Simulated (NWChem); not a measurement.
diphosphane (H$_{4}$P$_{2}$)

```xyz
6

P      1.0086     0.5217     0.0000
P     -1.0086    -0.5217     0.0000
H      1.5409    -0.3163     1.0313
H      1.5409    -0.3163    -1.0313
H     -1.5409     0.3163     1.0313
H     -1.5409     0.3163    -1.0313
```
Charge 0, spin multiplicity 1.

Everything below was run with NWChem. Structure: optimised with B3LYP/def2-SVP, a minimum by its harmonic frequencies. It is one conformer; others weren't searched.

Symmetry labels belong to the abelian group C2h used in the runs, with the axes of the coordinates shown.

Task: List the lowest 4 singlet excitations that CIS/aug-cc-pVDZ gives, with oscillator strengths.

Result: 
```csv
state,symmetry,energy (eV),wavelength (nm),f
1,bu,6.08,204,0.401
2,ag,6.09,204,0.000
3,bg,6.70,185,0.000
4,au,7.03,176,0.062
```
